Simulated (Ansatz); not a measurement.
`CCCCCC(C)(C)C`, charge 0, multiplicity 1.

(1) Give a relaxed structure at PBE0-D4/def2-TZVP (the Gaussian-basis code of Ansatz). (Estimate.)

Results:

(1) The calculation gave: 
```xyz
29

C     2.429    2.211    0.261
C     2.727    0.760    0.603
C     1.737    0.140    1.583
C     0.280    0.147    1.133
C     0.043   -0.620   -0.159
C    -1.411   -0.728   -0.640
C    -2.272   -1.464    0.383
C    -1.998    0.657   -0.900
C    -1.414   -1.519   -1.946
H     1.476    2.316   -0.264
H     2.375    2.825    1.165
H     3.204    2.633   -0.382
H     3.731    0.691    1.037
H     2.761    0.167   -0.317
H     1.810    0.672    2.540
H     2.041   -0.894    1.786
H    -0.327   -0.284    1.935
H    -0.061    1.182    1.021
H     0.443   -1.636   -0.043
H     0.626   -0.159   -0.965
H    -3.286   -1.608   -0.001
H    -1.857   -2.451    0.609
H    -2.353   -0.909    1.321
H    -1.384    1.216   -1.613
H    -3.005    0.576   -1.319
H    -2.070    1.246    0.017
H    -1.003   -2.522   -1.798
H    -0.812   -1.019   -2.710
H    -2.430   -1.627   -2.338
```
This is one stationary point; other conformers may exist.
